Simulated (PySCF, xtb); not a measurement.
F2GeH4Si, SMILES F[SiH](F)[GeH3].

GFN2-xTB (xtb) at its own geometry gives an orbital gap of 5.45 eV and a dipole moment of 1.87 D.

Geometry: PBE0-D3(BJ)/def2-SVP. The structure was generated by enumeration, and PubChem lists no compound with its InChIKey, so it may never have been made.

What does M06-2X/def2-TZVP (PySCF) give? (Estimate from the structure and the level; the computed values follow.)

gap 10.16 eV (levels -9.70 and 0.46 eV), dipole 1.90 D.
